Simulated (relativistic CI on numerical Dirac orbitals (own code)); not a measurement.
## Charge states of rhenium

Calculated at this level of theory: Dirac-Coulomb-Breit CI, orbitals from a KLI potential per configuration, QED by a radiative potential, valence Slater integrals scaled by 0.9 (own radial code, finite nucleus).

Each species is treated in one configuration, given outside its closed core. Radial values are for the open shell of highest l, unscaled and averaged over j; ζ includes the Breit term. Labels give the leading LS character, summed over repeated terms.

| Ion | Configuration | Its lowest level | LS weight (%) | ζ (cm⁻¹) | ⟨r⟩ (bohr) | ⟨r²⟩ (bohr²) | F² (cm⁻¹) | F⁴ (cm⁻¹) |
| --- | --- | --- | --- | --- | --- | --- | --- | --- |
| Re48+ | 3d⁹ | ²D5/2 | 100 | 229200 | 0.1721 | 0.0344 |  |  |
| Re49+ | 3d⁸ | ³F4 | 86 | 233400 | 0.1707 | 0.03385 | 596700 | 385000 |
| Re50+ | 3d⁷ | ? | ? | ? | ? | ? | ? | ? |
| Re51+ | 3d⁶ | J = 4 (mixed) | 41 | 242200 | 0.1682 | 0.03279 | 607200 | 392100 |
| Re52+ | 3d⁵ | J = 5/2 (mixed) | 26 | 246700 | 0.1669 | 0.03228 | 612400 | 395700 |
| Re53+ | 3d⁴ | ³P0 | 61 | 251300 | 0.1657 | 0.03178 | 617600 | 399200 |
| Re54+ | 3d³ | J = 3/2 (mixed) | 43 | 255900 | 0.1645 | 0.03129 | 622800 | 402700 |
| Re55+ | 3d² | ³F2 | 73 | 260600 | 0.1633 | 0.03082 | 627900 | 406200 |
| Re56+ | 3d | ²D3/2 | 100 | 265400 | 0.1621 | 0.03036 |  |  |
| Re57+ | 3s²3p⁶ | ¹S0 | 100 |  |  |  |  |  |
| Re58+ | 3s²3p⁵ | ²P°3/2 | 100 | 2.003e+06 | 0.1802 | 0.03766 |  |  |
| Re59+ | 3s²3p⁴ | ³P2 | 68 | 2.025e+06 | 0.1794 | 0.0373 | 543700 |  |
| Re60+ | 3s²3p³ | J = 3/2 (mixed) | 48 | 2.048e+06 | 0.1785 | 0.03694 | 546100 |  |
| Re61+ | 3s²3p² | ³P0 | 69 | 2.071e+06 | 0.1776 | 0.03658 | 548500 |  |
| Re62+ | 3s²3p | ²P°1/2 | 100 | 2.094e+06 | 0.1768 | 0.03624 |  |  |
| Re63+ | 3s² | ¹S0 | 100 |  |  |  |  |  |
| Re64+ | 3s | ²S1/2 | 100 |  | 0.179 | 0.03664 |  |  |
| Re65+ | 2s²2p⁶ | ¹S0 | 100 |  |  |  |  |  |
| Re66+ | 2s²2p⁵ | ²P°3/2 | 100 | 7.944e+06 | 0.06608 | 0.005338 |  |  |
| Re67+ | 2s²2p⁴ | ³P2 | 68 | 8.055e+06 | 0.06567 | 0.00527 | 1.426e+06 |  |
| Re68+ | 2s²2p³ | J = 3/2 (mixed) | 49 | 8.166e+06 | 0.06528 | 0.005203 | 1.435e+06 |  |
| Re69+ | 2s²2p² | ³P0 | 68 | 8.279e+06 | 0.06489 | 0.005139 | 1.444e+06 |  |
| Re70+ | 2s²2p | ²P°1/2 | 100 | 8.393e+06 | 0.06451 | 0.005077 |  |  |
| Re71+ | 2s² | ¹S0 | 100 |  |  |  |  |  |

Problem. Fill in the row of Re50+.

Solution. Its lowest level ⁴F9/2; LS weight (%) 57; ζ (cm⁻¹) 237800; ⟨r⟩ (bohr) 0.1694; ⟨r²⟩ (bohr²) 0.03331; F² (cm⁻¹) 602000; F⁴ (cm⁻¹) 388600.
